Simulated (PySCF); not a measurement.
Relaxation of singlet SF₆

Level of theory: PBE0/[S def2-TZVP, F def2-TZVP], no relativity, density fitting, PySCF. A (50,194) grid was used.

A start displaced from a saddle point along its imaginary mode, of D3 symmetry, held to at least that symmetry:

Coordinates in bohr (charge 0 multiplicity 1):
```
S     0.0000    0.0000    0.0000
F     2.3433    0.2268    1.9377
F    -1.3680    1.9160    1.9377
F    -0.9753   -2.1427    1.9377
F     2.3433   -0.2268   -1.9377
F    -0.9753    2.1427   -1.9377
F    -1.3680   -1.9160   -1.9377
```

Optimiser trace:
```tsv
step	E − E(last) (kJ/mol)	largest gradient (Eh/bohr)
0	313.33	0.01233
1	264.23	0.01966
2	177.60	0.02428
3	84.66	0.02344
4	1.64	0.00452
5	0.23	0.00162
6	0.02	0.00093
7	0.01	0.00051
8	0.00	0.00004
```

It ends at Oh with S–F 1.565 Å (×6); F–S–F 90.0° (×12), F–S–F 180.0° (×3). No frequency check is given, so it may be a saddle point. Other isomers or separated fragments may lie lower.

The relaxation took 71 s on 4 threads of a shared Intel Xeon Platinum 8259CL @ 2.50GHz (Skylake/Cascade Lake) host, with 223 basis functions and 9 gradients; the process peaked at 3.2 GiB.
